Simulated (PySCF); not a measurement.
CH₄BFS (SMILES CSBF), singlet, geometry from GFN2-xTB; PySCF with PBE/6-31G, TDDFT.

The PySCF input:
```python
from pyscf import gto, scf, dft, tdscf

mol = gto.M(
    atom='''
B     0.432335    0.087628    0.955838
F    -0.141427    0.167295    2.139818
H     1.602472    0.113781    0.903126
S    -0.580856   -0.055103   -0.489609
C     0.679534   -0.125886   -1.814229
H     1.253970    0.794040   -1.817186
H     0.143811   -0.234080   -2.750724
H     1.327406   -0.980577   -1.653655
''',
    basis='6-31g',
    charge=0,
    spin=0,
    verbose=4,
)

mf = dft.RKS(mol)
mf.xc = 'pbe'
mf.kernel()
td = mf.TDDFT()
td.nstates = 5
td.kernel()
td.analyze()
```

**Question.** Predict the main parts of the log of this PySCF run.

**Answer.** 
```
PySCF version 2.14.0

[INPUT] verbose = 4
[INPUT] num. atoms = 8
[INPUT] num. electrons = 40
[INPUT] charge = 0
[INPUT] spin (= nelec alpha-beta = 2S) = 0
[INPUT] symmetry False subgroup None
[INPUT] Mole.unit = angstrom
[INPUT] Symbol           X                Y                Z      unit          X                Y                Z       unit  Magmom
[...]
nuclear repulsion = 146.271035829497
number of shells = 30
number of NR pGTOs = 128
number of NR cGTOs = 48
basis = 6-31g
ecp = {}

******** <class 'pyscf.dft.rks.RKS'> ********
method = RKS
initial guess = minao
damping factor = 0
level_shift factor = 0
DIIS = <class 'pyscf.scf.diis.CDIIS'>
diis_start_cycle = 1
diis_space = 8
diis_damp = 0
SCF conv_tol = 1e-09
SCF conv_tol_grad = None
SCF max_cycles = 50
direct_scf = True
direct_scf_tol = 1e-13
XC library pyscf.dft.libxc version 7.1.2
    S. Lehtola, C. Steigemann, M. J. T. Oliveira, and M. A. L. Marques,  SoftwareX 7, 1–5 (2018)
XC functionals = pbe
    J. P. Perdew, K. Burke, and M. Ernzerhof,  Phys. Rev. Lett. 77, 3865 (1996)
    J. P. Perdew, K. Burke, and M. Ernzerhof,  Phys. Rev. Lett. 78, 1396 (1997)
    J. P. Perdew, K. Burke, and M. Ernzerhof,  Phys. Rev. Lett. 77, 3865 (1996)
    J. P. Perdew, K. Burke, and M. Ernzerhof,  Phys. Rev. Lett. 78, 1396 (1997)
radial grids:
    Treutler-Ahlrichs [JCP 102, 346 (1995); DOI:10.1063/1.469408] (M4) radial grids

becke partition: Becke, JCP 88, 2547 (1988); DOI:10.1063/1.454033
pruning grids: <function nwchem_prune>
grids dens level: 3
symmetrized grids: False
atomic radii adjust function: <function treutler_atomic_radii_adjust>
small_rho_cutoff = 0
Set gradient conv threshold to 3.16228e-05
Initial guess from minao.
tot grids = 100544
init E= -563.257647359267
[...]
cycle= 1 E= -562.963443020974  delta_E= 0.294  |g|= 0.518  |ddm|=  2.7
[...]
cycle= 2 E= -562.791995016796  delta_E= 0.171  |g|= 1.13  |ddm|= 1.54
[...]
cycle= 3 E= -563.012002267543  delta_E= -0.22  |g|= 0.128  |ddm|=  1.1
[...]
cycle= 4 E= -563.016045684343  delta_E= -0.00404  |g|= 0.0466  |ddm|= 0.206
[...]
cycle= 5 E= -563.016655494019  delta_E= -0.00061  |g|= 0.0121  |ddm|= 0.0777
[...]
cycle= 6 E= -563.016709430794  delta_E= -5.39e-05  |g|= 0.00266  |ddm|= 0.0232
[...]
cycle= 7 E= -563.016711101884  delta_E= -1.67e-06  |g|= 0.000983  |ddm|= 0.00405
[...]
cycle= 8 E= -563.016711376652  delta_E= -2.75e-07  |g|= 0.000147  |ddm|= 0.00137
[...]
cycle= 9 E= -563.016711382622  delta_E= -5.97e-09  |g|= 1.48e-05  |ddm|= 0.000268
[...]
cycle= 10 E= -563.016711382713  delta_E= -9.07e-11  |g|= 2.72e-06  |ddm|= 3.61e-05
[...]
Extra cycle  E= -563.016711382713  delta_E= 2.27e-13  |g|= 5.41e-06  |ddm|= 8.77e-06
converged SCF energy = -563.016711382713

******** <class 'pyscf.tdscf.rks.CasidaTDDFT'> for <class 'pyscf.dft.rks.RKS'> ********
nstates = 5 singlet
deg_eia_thresh = 1.000e-03
wfnsym = None
conv_tol = 1e-05
eigh lindep = 1e-12
eigh level_shift = 0
eigh max_cycle = 100

Excitation energies (eV)
[6.16178973 6.27451481 6.94756327 7.75788548 7.82187399]

** Singlet excitation energies and oscillator strengths **
Excited State   1:      6.16179 eV    201.21 nm  f=0.0002
      19 -> 21       -0.70511
Excited State   2:      6.27451 eV    197.60 nm  f=0.1385
      20 -> 21        0.69010
Excited State   3:      6.94756 eV    178.46 nm  f=0.0000
      20 -> 22        0.70149
Excited State   4:      7.75789 eV    159.82 nm  f=0.0497
      18 -> 22       -0.13308
      19 -> 22       -0.68605
Excited State   5:      7.82187 eV    158.51 nm  f=0.0039
      18 -> 21        0.70123

** Transition electric dipole moments (AU) **
state          X           Y           Z        Dip. S.      Osc.
  1         0.0001     -0.0326      0.0069      0.0011      0.0002
  2         0.3377      0.0788      0.8835      0.9008      0.1385
  3         0.0005     -0.0136      0.0019      0.0002      0.0000
  4        -0.0516      0.0366      0.5076      0.2617      0.0497
  5         0.0027     -0.1432      0.0009      0.0205      0.0039

** Transition velocity dipole moments (imaginary part, AU) **
state          X           Y           Z        Dip. S.      Osc.
  1        -0.0006      0.0048      0.0002      0.0000      0.0001
  2         0.0305      0.0111      0.1345      0.0191      0.0553
  3        -0.0004      0.0105     -0.0007      0.0001      0.0003
  4        -0.0607      0.0078      0.1299      0.0206      0.0482
  5         0.0018     -0.0538      0.0016      0.0029      0.0067

** Transition magnetic dipole moments (imaginary part, AU) **
state          X           Y           Z
  1         0.5523     -0.0828     -1.1871
  2         0.0064     -0.2610      0.0254
  3        -0.5857     -0.0475     -0.3902
  4         0.0043     -0.3416      0.0292
  5        -0.4535      0.0142      0.2846
```
